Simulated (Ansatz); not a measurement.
C4H12Sn (SMILES [CH3][Sn]([CH3])([CH3])[CH3]), singlet, at a GFN2-xTB geometry (such geometries of metal compounds can be far from the true shape) (all electrons, no relativity); B3LYP/STO-3G (Ansatz, a quantum-chemistry and plane-wave program).

The Ansatz input:
Ansatz 0.2 input:
```yaml
crystal:
  periodic: [false, false, false]
  atoms:
    - {symbol: C, position_ang: [-0.32734664, -1.51883391, -1.54944519]}
    - {symbol: Sn, position_ang: [-0.00000000, -0.00000000, 0.00000000]}
    - {symbol: C, position_ang: [-0.05342988, 1.99613663, -0.90960238]}
    - {symbol: C, position_ang: [-1.57557007, -0.15380819, 1.51944552]}
    - {symbol: C, position_ang: [1.95634658, -0.32349453, 0.93960205]}
    - {symbol: H, position_ang: [-1.29048020, -1.37405102, -2.02483684]}
    - {symbol: H, position_ang: [-0.30413761, -2.51246171, -1.11729855]}
    - {symbol: H, position_ang: [0.44288661, -1.45732837, -2.30940794]}
    - {symbol: H, position_ang: [0.10673102, 2.75991054, -0.15754954]}
    - {symbol: H, position_ang: [-1.01404233, 2.17327110, -1.37910495]}
    - {symbol: H, position_ang: [0.71932449, 2.08999374, -1.66367605]}
    - {symbol: H, position_ang: [-2.55019221, 0.00353832, 1.07229975]}
    - {symbol: H, position_ang: [-1.56384962, -1.13487237, 1.97983804]}
    - {symbol: H, position_ang: [-1.42941886, 0.59017776, 2.29385516]}
    - {symbol: H, position_ang: [2.00057458, -1.30612049, 1.39465773]}
    - {symbol: H, position_ang: [2.74759880, -0.25098716, 0.20254834]}
    - {symbol: H, position_ang: [2.13500534, 0.41892964, 1.70867485]}
basis:
  gaussian:
    orbitals: STO-3G
hamiltonian:
  xc: b3lyp
```

What the program printed (banner, timings and long lists left out):

```
Functional definition: B3LYP
803 factors; integrals over basis functions are off by at most 3.2e-5 eV
mean field evaluation 1: about -166619.1844 eV, gradient 1.3e1 eV
mean field evaluation 2: about -166619.3649 eV, gradient 1.1e1 eV
mean field evaluation 4: about -166619.7689 eV, gradient 1.1e-1 eV
mean field evaluation 8: about -166619.6072 eV, gradient 1.3e-3 eV
mean field -166619.60724452 eV, -6123.1576274100 hartree, gradient 1.9e-5 eV, S^2 0.000000; 0 other end points of the search recorded, 0 dependent functions left out
reference -166619.60750092 eV, -6123.1576368326 hartree; 43, 43 occupied and 16, 16 virtual orbitals, 803 factors
Total energy: -166619.60750092 eV, -6123.1576368326 hartree
```
